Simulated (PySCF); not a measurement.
Ti(NH2)3(Me) (CH₉N₃Ti), SMILES [CH3][Ti]([NH2])([NH2])[NH2], multiplicity 1. Coordinates come from a PBE-D3(BJ)/def2-SVP optimisation. The spin state was assumed, not searched. Other conformers were not sampled.

Level of theory: PBE-D3(BJ)/def2-SVP (PySCF).

Harmonic wavenumbers (cm⁻¹): 128, 142, 146, 146, 159, 159, 249, 249, 307, 370, 370, 390, 418, 461, 461, 500, 500, 527, 664, 727, 727, 1085, 1352, 1352, 1431, 1431, 1436, 2939, 3044, 3044, 3443, 3443, 3445, 3553, 3553, 3553. Rotational constants (GHz): 2.867, 2.839, 2.839; symmetry number 3.

Problem. Work out the zero-point energy and the ideal-gas rigid-rotor harmonic-oscillator thermochemistry at 298.15 K and 1 atm.

Solution. ZPE = ½ Σ hcν = ½ × 45903 cm⁻¹ = 274.56 kJ/mol. H − E(el) = 305.83 kJ/mol. Entropy in J/(mol K): translation 167.48, rotation 103.97, vibration 124.39, total 395.84. G − E(el) = 187.81 kJ/mol. Cp = 168.26 J/(mol K). Modes under 150 cm⁻¹ make the vibrational entropy uncertain.
